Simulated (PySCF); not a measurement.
Mapped SMILES: `[NH2:1][C:2](=[O:3])[CH2:4][CH2:5][O:6][C:7](=[O:8])[SiH2:9][SiH3:10]` (H(Xn): hydrogen on atom n). Ha(N1) is cis to the C=O or C=S heteroatom; Hb(N1) is trans to the C=O or C=S heteroatom.

- shieldings: GIAO PBE0/pcSseg-1
- structure optimised with GFN2-xTB
- program: PySCF 2.14.0 with density-fitted response routines
- in vacuum, single conformer, equivalent nuclei averaged, non-relativistic Hamiltonian

Question: List the cross peaks expected in HSQC, COSY and HMBC spectra.

Answer: 

HSQC (one-bond C–H):
| δH | δC |
| --- | --- |
| 4.59 (H(C5)) | 68.1 (C5) |
| 2.44 (H(C4)) | 43.6 (C4) |

COSY cross peaks (H two or three bonds apart, from the bond graph; peaks can be absent where the dihedral angle is near 90°):
| δH | δH |
| --- | --- |
| 8.23 (Hb(N1)) | 4.43 (Ha(N1)) |
| 4.59 (H(C5)) | 2.44 (H(C4)) |
| 4.22 (H(Si9)) | 3.63 (H(Si10)) |

HMBC (two and three bonds, from the bond graph):
| δH | δC |
| --- | --- |
| 8.23 (Hb(N1)) | 171.5 (C2), 43.6 (C4) |
| 4.59 (H(C5)) | 195.2 (C7), 171.5 (C2), 43.6 (C4) |
| 4.43 (Ha(N1)) | 171.5 (C2), 43.6 (C4) |
| 4.22 (H(Si9)) | 195.2 (C7) |
| 3.63 (H(Si10)) | 195.2 (C7) |
| 2.44 (H(C4)) | 171.5 (C2), 68.1 (C5) |

Referencing at the same level of theory: TMS for ¹H, ¹³C.

OH and NH positions are those of a molecule without intermolecular hydrogen bonds; in solution they move with solvent, concentration and temperature, and exchange usually removes their couplings. Rotation about the amide-type C–N bond is slow at room temperature, so the two groups on nitrogen are listed apart. Shifts are as computed. Against solution values, carbons near 30 ppm lie about +3 ppm off and those near 130 ppm about +5 ppm. Of 1309 compounds with measured shifts, 239 miss one by over three times the rms of a fit or turn the order of signals round; such compounds aren't used in these exercises. Hydrogen bonding in solution deshields acid and N–H amide carbonyl carbons by as much as 10 ppm beyond these values.
